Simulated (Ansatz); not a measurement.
A run for Ansatz (an electronic-structure program): R-CCSD(T)/cc-pV(D+d)Z on C5H14O2Si (SMILES CCO[SiH](C)OCC). The basis file is the Basis Set Exchange's JSON of that set.

Ansatz 0.2 input:
```yaml
crystal:
  periodic: [false, false, false]
  atoms:
    - {symbol: C, position_ang: [3.48490361, -0.84948109, 0.34163262]}
    - {symbol: C, position_ang: [2.14839135, -0.42997987, -0.24084895]}
    - {symbol: O, position_ang: [1.54621873, 0.52984113, 0.61183739]}
    - {symbol: Si, position_ang: [0.00743817, 1.12052078, 0.44817809]}
    - {symbol: C, position_ang: [-0.20951700, 2.08098834, -1.14547257]}
    - {symbol: O, position_ang: [-1.01389151, -0.19847921, 0.45903868]}
    - {symbol: C, position_ang: [-2.41871225, -0.17921198, 0.30919982]}
    - {symbol: C, position_ang: [-2.95732249, -1.59438541, 0.41237727]}
    - {symbol: H, position_ang: [4.14966588, 0.02203970, 0.44617496]}
    - {symbol: H, position_ang: [3.34479163, -1.29331721, 1.33930898]}
    - {symbol: H, position_ang: [3.97746922, -1.59117058, -0.30725797]}
    - {symbol: H, position_ang: [2.29282574, -0.00275882, -1.25277156]}
    - {symbol: H, position_ang: [1.48426367, -1.30688382, -0.35050500]}
    - {symbol: H, position_ang: [-0.22276938, 1.98611646, 1.63529725]}
    - {symbol: H, position_ang: [0.51583968, 2.90858825, -1.20393957]}
    - {symbol: H, position_ang: [-1.22072796, 2.51484086, -1.21700551]}
    - {symbol: H, position_ang: [-0.06044457, 1.43034615, -2.02268278]}
    - {symbol: H, position_ang: [-2.88082538, 0.45793301, 1.08941635]}
    - {symbol: H, position_ang: [-2.69820584, 0.26068310, -0.66868397]}
    - {symbol: H, position_ang: [-2.69969858, -2.03105385, 1.38951389]}
    - {symbol: H, position_ang: [-4.05307379, -1.60555556, 0.29915548]}
    - {symbol: H, position_ang: [-2.51671892, -2.22952038, -0.37176288]}
basis:
  gaussian:
    orbitals: cc-pV_D+d_Z.json
magnetization: {spin_polarized: false}
correlation: {method: ccsd_t, electrons: outside_noble_gas}
scf: {lower_state_search: off}
```

Program output:

```
WARN ansatz: RAYON_NUM_THREADS=8 ignored (pool sized by the plan → 8); use --threads N
Functional definition: HF
these checks for a lower state are left out or cut short: stability, starts, cluster_reference, orbital_swaps, neighbouring_geometries, increment
integrals: 0.78 GiB planned
1767 factors; integrals over basis functions are off by at most 1.3e-3 eV
mean field: 1.06 GiB planned
mean field evaluation 1: about -17307.9834 eV, gradient 4.7e1 eV
mean field evaluation 2: about -17308.2327 eV, gradient 4.7e1 eV
mean field evaluation 4: about -17313.6080 eV, gradient 5.6e0 eV
mean field evaluation 8: about -17313.6972 eV, gradient 2.0e-4 eV
mean field -17313.69715078 eV, -636.2666346458 hartree, gradient 7.8e-7 eV, S^2 0.000000; 0 other end points of the search recorded, 0 dependent functions left out
12 core orbitals not correlated
reference -17313.69715078 eV, -636.2666346458 hartree; 25, 25 occupied and 154, 154 virtual orbitals, 1767 factors
second order -32.25504456 eV of doubles, -0.00000000 eV of singles
coupled cluster: 3.00 GiB planned
cycle   1  -33.74640152 eV  change    -1.5e0 eV  update   1.2e-1
cycle   2  -34.60514673 eV  change   -8.6e-1 eV  update   3.6e-2
cycle   3  -34.80385553 eV  change   -2.0e-1 eV  update   1.8e-2
cycle   4  -34.80151970 eV  change    2.3e-3 eV  update   3.7e-3
cycle   5  -34.80221106 eV  change   -6.9e-4 eV  update   1.4e-3
cycle   6  -34.80271838 eV  change   -5.1e-4 eV  update   4.3e-4
cycle   7  -34.80248435 eV  change    2.3e-4 eV  update   1.7e-4
cycle   8  -34.80243355 eV  change    5.1e-5 eV  update   5.2e-5
perturbative correction -0.94911150 eV, -0.0348792044 hartree
Total energy: -17349.44869583 eV, -637.5804796930 hartree
Checks for a lower state left out: stability, starts, cluster_reference, orbital_swaps, neighbouring_geometries, increment
```

The run converged.

Cost: very roughly 8 core-minutes.
